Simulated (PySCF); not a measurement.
Optical rotation: `CC(C)=C=C(C)[SiH3]`, C$_{6}$H$_{12}$Si

Geometry (Å), atoms numbered from 1 in this order:
```xyz
19

C    -2.169    1.219   -0.348
C    -1.381   -0.035   -0.081
C    -2.135   -1.202    0.497
C    -0.093   -0.107   -0.338
C     1.201   -0.165   -0.562
C     1.803   -0.613   -1.872
Si    2.338    0.335    0.849
H    -1.541    2.016   -0.766
H    -2.629    1.590    0.584
H    -2.992    1.017   -1.054
H    -2.599   -0.924    1.458
H    -1.482   -2.069    0.666
H    -2.953   -1.508   -0.177
H     1.025   -0.885   -2.600
H     2.425    0.185   -2.312
H     2.460   -1.486   -1.726
H     3.199   -0.819    1.263
H     3.257    1.436    0.414
H     1.532    0.795    2.018
```

The calculation used PySCF 2.14.0, TDDFT CAM-B3LYP/aug-cc-pVDZ circular dichroism and optical rotation, one conformer, IEF-PCM dimethylsulfoxide (non-equilibrium linear response, no local-field factor). Geometry: PBE0-D3(BJ)/def2-SVP.

No stereocentre is labelled: unless the shape is locked (an allene, a helicene, a hindered biaryl), the mirror image is equally populated and a measured rotation or CD is zero.

Q: Give the optical rotatory dispersion at 633, 589.3, 546, 436, 405, 365, 355 nm.

A: [α] in deg dm⁻¹ (g/mL)⁻¹:
| λ (nm) | origin-invariant length gauge | modified velocity gauge | length gauge (centre of mass) | isotropic polarisability (au) |
| --- | --- | --- | --- | --- |
| 633 | -1.9 | -1.6 | -1.9 | 131.9 |
| 589.3 | -2.2 | -1.9 | -2.2 | 132.8 |
| 546 | -2.6 | -2.2 | -2.6 | 133.9 |
| 436 | -4.1 | -3.5 | -4.1 | 138.6 |
| 405 | -4.7 | -3.9 | -4.7 | 140.9 |
| 365 | -5.4 | -4.5 | -5.5 | 144.9 |
| 355 | -5.6 | -4.5 | -5.7 | 146.3 |

The first excitation lies at 5.28 eV (235 nm) with R = +0.3 × 10⁻⁴⁰ esu² cm² (velocity form).
